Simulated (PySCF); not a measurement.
## Adding and removing an electron: LiBe

PBE; PySCF, no relativity, basis sets Li def2-SVPD, Be def2-SVPD. Neutral (UKS): doublet (σ ↑), Re = 2.590 Å, ωe = 351 cm⁻¹, De = 0.62 eV, HOMO -3.10 eV, LUMO -2.16 eV.

LiBe⁺ (UKS): singlet (closed shell), Re = 2.626 Å, ωe = 319 cm⁻¹, De = 0.69 eV to Li⁺ + Be. The energies at the minima are -22.08851 hartree for LiBe and -21.88907 for LiBe⁺.

Question: Work out the adiabatic ionisation energy, without and with harmonic zero-point energies (1 hartree = 27.2114 eV, 1 eV = 8065.5 cm⁻¹), and the change of the bond length.

Answer: At PBE: 0.19944 hartree = 5.427 eV between the minima; the zero-point term (319.0 − 351.0)/2 cm⁻¹ = -0.002 eV makes it 5.425 eV. Re changes by +3.6 pm against the neutral. The electron leaves a σ orbital, and the longer bond of the ion fits a bonding orbital, or a change in how ionic the bond is.

Closed-shell solutions of metal pairs were not tested for spin polarisation, which can lower them a little. For an ion De counts to the pair picked by the measured ionisation energies or electron affinities, which need not be the lowest pair at this level. States were picked by a PBE0 search and need not be the measured ground states.
